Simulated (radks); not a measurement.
Task: The table gives one normalised radial function P(r) = r R(r) of Tm12+ in [Kr] 4d10 4f8 5s1 5p2 (r in bohr). Calculated with a radial shooting solver on a logarithmic mesh with Libxc functionals: scalar-relativistic Kohn-Sham, r2SCAN, spin-polarised, spherical densities, finite nucleus; open shells are filled with parallel spins first (spin-orbit coupling, left out, can overturn this in heavy ions); meta-GGA in the generalised Kohn-Sham scheme; Fermi nuclear charge, rms radius 5.2256 fm.

r          P
0.001875  0.0000
0.002461  0.0000
0.003205  0.0000
0.004207  0.0000
0.005521  0.0000
0.007247  0.0000
0.009437  0.0000
0.01239   0.0001
0.01626   0.0004
0.02117   0.0009
0.02779   0.0024
0.03648   0.0061
0.04788   0.0151
0.06234   0.0346
0.08183   0.0771
0.1074    0.1603
0.1399    0.3015
0.1836    0.5240
0.241     0.8111
0.3163    1.1014
0.4118    1.2881
0.5406    1.2825
0.7096    1.0660
0.9239    0.7359
1.213     0.3924
1.592     0.1482
2.089     0.0346
2.721     0.0045
3.571     0.0002

Which n and l does it have? It may be an empty orbital.

Result: n = 4, l = 3: the number of nodes gives n - l - 1 = 0, the rise at small r (about r^(l+1), flatter next to the nucleus through relativity) gives l, and the extent must fit the shell. The curve is that of 4f up; the table hardly tells the two spins apart. 4f up: eigenvalue -246.01 eV, 0 radial nodes, <r> = 0.607 bohr, 90 % of the charge inside 0.966 bohr.
